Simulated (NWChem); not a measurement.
System: SnH3O2F; SMILES [OH][SnH]([OH])[F]

Here is an NWChem input.

```
start job
memory heap 200 mb stack 900 mb global 1100 mb
geometry units angstroms noautoz
  Sn    -0.011032    -0.020782    -0.275341
  O     -0.630517    -1.714356     0.567393
  O      1.869649     0.364897     0.279405
  F     -0.986846     1.480863     0.525206
  H     -0.306792    -0.116925    -1.959250
  H     -0.315465    -1.753191     1.492178
  H      1.860267     1.205312     0.781365
end
basis spherical
  * library 3-21g
end
dft
  xc pbe0
  iterations 150
  mulliken
end
task dft energy
```

Geometry: optimised at PBE-D3(BJ)/def2-SVP (def2 core potentials past Kr).

Task: Predict the main results of this run. (PBE0/3-21G, non-relativistic.) Quantities: basis functions; energy (Ha); highest occupied level (eV); orbital gap (eV); dipole (D).

Result: 
```json
{
  "number_of_basis_functions": "64",
  "energy (Ha)": "-6248.94",
  "highest occupied level (eV)": "-8.12",
  "orbital gap (eV)": "7.29",
  "dipole (D)": "0.96"
}
```
